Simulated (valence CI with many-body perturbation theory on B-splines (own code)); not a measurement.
# Which ion has this spectrum?

A relativistic CI+MBPT calculation for an atom or ion with 8 electrons gives these levels (cm⁻¹):

```csv
J,Parity,E,g
2,even,0,1.50
1,even,4008,1.50
0,even,5549,
2,even,46756,1.00
0,even,99653,
2,odd,363213,1.50
1,odd,366839,1.50
0,odd,368810,
1,odd,506052,1.00
0,even,849303,
2,odd,1150091,2.00
1,odd,1171757,2.00
1,odd,1224623,0.51
2,odd,1224633,1.17
```

The energies are calculated, with errors of about 250 cm⁻¹, more in some levels.

Which is it?
A. Al5+
B. Si6+
C. S8+
D. Mg4+

B. Si6+, ground level 2s2 2p4 3P_2.
